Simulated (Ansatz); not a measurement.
A search over several starts for the lowest SCF solution of In2Se3⁻ at the given spin, in a small basis.

```yaml
crystal:
  periodic: [false, false, false]
  atoms:
    - {symbol: In, position_ang: [-1.098998, -0.527386, -0.813722]}
    - {symbol: In, position_ang: [0.999257, 0.636166, 0.880928]}
    - {symbol: Se, position_ang: [1.417632, -1.360369, -0.785503]}
    - {symbol: Se, position_ang: [1.963789, 2.131893, 2.517667]}
    - {symbol: Se, position_ang: [-3.281670, -0.880304, -1.799381]}
basis:
  gaussian: {orbitals: def2-SVP, initial_orbitals: start.molden}
total_charge: -1
magnetization: {spin_polarized: true, initial_magnetization: 1}
hamiltonian: {xc: pbe, dispersion: d4}
output: {orbitals: {seedname: orbitals}}
```

The file start.molden holds the orbitals of an earlier run on this structure, at another level or in another basis.

```sh
$ ansatz run in.yaml --threads 4 --pin off --events-out ev --progress --plain --max-ram 4787MiB
```

Shortened log:

```
Functional definition: PBE
  name "PBE"
  cite "Perdew, Burke & Ernzerhof, Phys. Rev. Lett. 77, 3865 (1996) doi:10.1103/PhysRevLett.77.3865"
  parent pbe
  parameter kappa = 0.804
  parameter beta = 0.06672455060314922
  exchange = pbe_x(kappa = kappa, mu = beta*pi^2/3)
  correlation = pbe_c(beta = beta)
1670 factors; their error is unknown
mean field evaluation 1: about -206350.0559 eV, gradient 1.0e1 eV
mean field evaluation 2: about -206350.1931 eV, gradient 2.0e-1 eV
mean field evaluation 4: about -206349.9068 eV, gradient 1.1e-3 eV
mean field evaluation 8: about -206346.9619 eV, gradient 2.3e1 eV
mean field evaluation 16: about -206350.1922 eV, gradient 1.1e-1 eV
mean field evaluation 32: about -206346.5642 eV, gradient 8.9e0 eV
mean field -206349.90679824 eV, -7583.2192058450 hartree, gradient 1.6e-5 eV, S^2 0.752800; 5 other end points of the search recorded, 0 dependent functions left out
reference -206349.90683971 eV, -7583.2192073690 hartree; 73, 72 occupied and 75, 76 virtual orbitals, 1670 factors
Total energy: -206350.13133061 eV, -7583.2274572572 hartree
```

It took 10 s on 4 threads of Arm Neoverse V2 on a shared host.

In the def2 sets In takes a core potential; there is no spin–orbit coupling. Another isomer (doublet) lies 0.42 eV lower at PBE0-D4/def2-TZVPD; other spin states weren't run for this one.
